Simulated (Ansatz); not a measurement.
Cost and result for the atomization energy of `OC[SiH2]Cl` (9 atoms, 8 bonds).

```xyz
9

O     0.6101   -1.5896   -0.3963
C    -0.3339   -0.5635   -0.6440
Si   -0.2496    0.8034    0.6468
Cl    1.7225    1.4215    0.6959
H     1.4817   -1.1873   -0.3272
H    -1.3247   -1.0277   -0.6067
H    -0.2247   -0.1391   -1.6526
H    -1.0920    1.9694    0.2817
H    -0.5894    0.3128    2.0024
```

The species carries charge 0 and has multiplicity 1. Geometry: relaxed with PBE0-D4/def2-TZVP. It is one conformer, not always the lowest. Program: Ansatz. All runs use 2 threads of an Arm Neoverse V1 on a shared host. Times are those of one run each, without the atoms' runs, and a repeat can differ threefold. Electronic energies, without spin–orbit coupling; frozen cores. CCSD(T)/CBS adds CCSD(T) − MP2 in def2-TZVPP to the MP2 limit, and its time is that of the two runs behind it. T1 = 0.010. B3LYP takes the VWN-RPA correlation (the form of Gaussian; ORCA's B3LYP/G).

CCSD(T)/CBS is a level of theory with its own doubt, some kJ/mol a heavy atom from the limit and from the frozen cores, so smaller differences don't rank the functionals.

```csv
level,functions,wall time,atomization (kJ/mol),difference from CCSD(T)/CBS,per bond
BLYP-D4/def2-TZVPP,216,2.8 s,3053.3,-32.1,-4.0
CCSD(T)/def2-SVP,89,3.5 s,2873.3,-212.1,-26.5
BHLYP-D4/def2-TZVPP,216,4.1 s,2983.9,-101.5,-12.7
CAM-B3LYP-D4/def2-TZVPP,216,4.4 s,3079.7,-5.7,-0.7
B3LYP-D4/def2-TZVPP (with forces),216,6.5 s,3064.0,-21.4,-2.7
r2SCANh-D4/def2-TZVPP,216,7 s,3064.0,-21.4,-2.7
B2PLYP/def2-TZVPP,216,7 s,3033.7,-51.7,-6.5
ωB97X-V/def2-TZVPP,216,11 s,3091.0,5.6,0.7
B97M-V/def2-TZVPP,216,12 s,3084.6,-0.8,-0.1
ωB97M-V/def2-TZVPP (with forces),216,16 s,3090.2,4.8,0.6
MP2/def2-QZVPP,404,25 s,3094.7,9.3,1.2
CCSD(T)/def2-TZVPP,216,110 s,2996.4,-89.0,-11.1
CCSD(T)/CBS(def2),–,2.2 min,3085.4,0.0,0.0
```

At CCSD(T), def2-SVP lies −212.1 kJ/mol from the extrapolated value and def2-TZVPP −89.0 kJ/mol: correlation converges slowly with the basis, and small sets miss more of it in the bonded molecule than in its fragments. From PBE to PBE0 (25 % exact exchange), in def2-TZVPP and without D4, the atomization energy moves by −44.6 kJ/mol: exact exchange takes away binding that semilocal exchange gives to molecules. The D4 term adds +29.1 kJ/mol with B3LYP and +15.1 kJ/mol with PBE0; it sums over pairs of atoms, weighted by their polarisabilities, and B3LYP, whose exchange is more repulsive, gets the larger term.
